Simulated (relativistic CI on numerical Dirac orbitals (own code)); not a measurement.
# One change at a time: Cu XVI

Base calculation: Dirac-Coulomb-Breit CI, KLI orbitals optimised for each configuration, a model potential for QED, unscaled Slater integrals.

CI space (outside the closed core [Ne]): 3s²3p², 3s3p³, 3s²3p3d, 3p⁴, 3s3p²3d, 3p³3d, 3s3p3d², 3s²3p4s, 3s²3d4p, 3p³4s, 3s²3p4p, 3p³4p, 3s3p3d4s, 3s²3p4d, 3s3p²4s, 3s²3p4f, 3s3p²4p, 3p²3d4p, 3s3p²4d, 3s3p²4f, 3s²3p5s, 3s²3p5p, 3s²4s4p, 3s²3p5d, 3s²3p5f, 3s²3p5g, 3s3p4s², 3s3p²5s, 3s²3d², 3s3d³, 3p²3d², 3p3d³, 3p3d²4s, 3p3d²4p, 3p3d²4d, 3s²3d4s, 3s3d²4s, 3s3p3d4p, 3s3d²4p, 3s3d4s4p, 3s3d4p², 3s3d4p4d, 3p²3d4s, 3p3d4s², 3p3d4s4p, 3p3d4s4d, 3s²4s², 3s3d4s², 3s²4p², 3s3p4s4p, 3s4s²4p, 3s4s4p², 3s4s4p4d. Double excitations out of closed p, d and f shells are left out; levels of such configurations are missing from the list, as are those of other unlisted configurations, and high levels can miss mixing partners. These lack a partner that the ground configuration has and come out too high: 3s3p²4d, 3s3p²4f, 3s3p²5s, 3s²3p4f, 3s²3p5s.

Variants: (1) Breit term removed; (2) one mean potential for all configurations. Shifts of the energy above 3s²3p² ³P0, in cm⁻¹, for the lowest level and the first level of each name with at least 55 % of one term (blank where a level changes its place among those of its configuration and J or its character, or is not in the variant):

```csv
Level,Base,Δ(1),Δ(2)
3s²3p² ³P0,0,0,0
3s²3p² ³P1,18257,+575,+8
3s²3p² ³P2,32699,+913,+10
3s²3p² ¹D2,73132,+1250,+14
3s²3p² ¹S0,126953,+1125,-10
3s3p³ ⁵S°2,272053,+457,+179
3s3p³ ³D°1,360667,+422,+150
3s3p³ ³D°2,361096,+503,+150
3s3p³ ³D°3,367535,+966,+149
3s3p³ ³P°0,415110,+619,+158
3s3p³ ³P°1,416921,+819,+156
3s3p³ ³P°2,418142,+958,+143
3s3p³ ³S°1,519334,+399,+200
3s²3p3d ³F°2,528676,+1485,-53
3s²3p3d ³F°3,540492,+1988,-58
3s3p³ ¹P°1,556176,+1180,+159
3s²3p3d ³F°4,559021,+2649,-57
3s²3p3d ³P°0,623992,+1852,-34
3s²3p3d ³D°3,632476,+2263,-46
3s²3p3d ¹F°3,692081,+2305,-84
3s²3p3d ¹P°1,711283,+2042,-99
3p⁴ ³P1,768145,+1079,+190
```

At this charge energies of transitions that change n are usually good to better than 1 %, and those within a shell (Δn = 0) to a few per cent.

Ionisation energy from the two ground configurations alone: base 516.698 eV; Breit term removed 516.942 eV. The NIST ASD value (semi-empirical) is 518.7 eV.

LS names give the leading component of a level, which can be under half, so a name can repeat, a term be missing and a line seem to break the LS rules.
